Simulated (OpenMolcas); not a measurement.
Fe4+: moving or changing the point charges

Fe4+ among 6 point charges of -2 e arranged as a trigonal antiprism (D3d), 2.14 Å from the ion, with a polar angle of 60.2° against the regular 54.74°.
```
   0.0000    1.8572    1.0632  -2.00
  -1.6084   -0.9286    1.0632  -2.00
   1.6084   -0.9286    1.0632  -2.00
   0.0000   -1.8572   -1.0632  -2.00
   1.6084    0.9286   -1.0632  -2.00
  -1.6084    0.9286   -1.0632  -2.00
```

```
Program             : OpenMolcas
Method              : SS-CASPT2, IPEA 0.25 Eh, imaginary shift 0.1 Eh (closed shells correlated: 3s 3p)
Basis               : ANO-RCC-VDZP [5s4p2d1f]
Scalar Hamiltonian  : DKH2, point nucleus
Active space        : 4 electrons in 5 orbitals (3d)
State averaging     : 2S+1 = 5 even, 5 roots; 2S+1 = 3 even, 45 roots; 2S+1 = 1 even, 50 roots
Spin-orbit coupling : state interaction with AMFI integrals over the reference wave functions
```

Runs around this geometry, states (labels of D3, the rotations of D3d). Energies in cm-1 above the lowest state or level, χT in cm3 K/mol.

```json
{"R (Å)": "2.14", "q (e)": "-1", "Polar angle / regular": "1.1", "Ground state": "5E", "First state of that spin": "5E 1200", "First gap with spin-orbit (degeneracies)": "8 (1, 1)", "χT at 300 K": "1.616", "First state of another spin": "3A2 26560"}
{"R (Å)": "1.93", "q (e)": "-2", "Polar angle / regular": "1.1", "Ground state": "5E", "First state of that spin": "5E 3470", "First gap with spin-orbit (degeneracies)": "1 (1, 1)", "χT at 300 K": "1.869", "First state of another spin": "3A2 25650"}
{"R (Å)": "2.14", "q (e)": "-2", "Polar angle / regular": "1.1", "Ground state": "5E", "First state of that spin": "5E 2380", "First gap with spin-orbit (degeneracies)": "2 (1, 1)", "χT at 300 K": "1.745", "First state of another spin": "3A2 26380"}
{"R (Å)": "2.35", "q (e)": "-2", "Polar angle / regular": "1.1", "Ground state": "5E", "First state of that spin": "5E 1720", "First gap with spin-orbit (degeneracies)": "4 (1, 1)", "χT at 300 K": "1.655", "First state of another spin": "3A2 26600"}
{"R (Å)": "2.14", "q (e)": "-2", "Polar angle / regular": "1.19", "Ground state": "5E", "First state of that spin": "5E 4020", "First gap with spin-orbit (degeneracies)": "1 (1, 1)", "χT at 300 K": "1.665", "First state of another spin": "3A2 26650"}
```

Taking the first state of the same spin as R^-n, n = -ln(1720 / 3470) / ln(2.35 / 1.93) = 3.6 between the shortest and longest distance.

Scaling the charges by -1 / -2 = 0.50 scales the first state of the same spin by 1200 / 2380 = 0.50; with fixed orbitals a first-order splitting would follow the charge.

Roots that are degenerate in the reference are averaged as groups; the widest CASPT2 spread within a group is 110 cm-1 (the 2-fold group of multiplicity 1 near 49000 cm-1 above the lowest state of its run, R = 1.93, q = -2, ratio = 1.1). Shifts and gaps below about the spread of the groups concerned are not significant. An orbital doublet at a regular site is open to a Jahn-Teller distortion, which this geometry leaves out. Point charges give a weaker field than real ligands, and real ions of this kind are often low spin; the high spin found here belongs to the model. Free-ion shares, where given, are those of the reference states; single-state CASPT2 does not remix them. The ground term spreads over less than 5000 cm-1, several times less than with real ligands, so orbital moments are less quenched and χT lies further from the spin-only value than at real sites (holds for R = 2.14, q = -1, ratio = 1.1; R = 2.14, q = -2, ratio = 1.1; R = 2.35, q = -2, ratio = 1.1). This is an electrostatic model: the charges have no orbitals. No measured value stands beside these numbers.
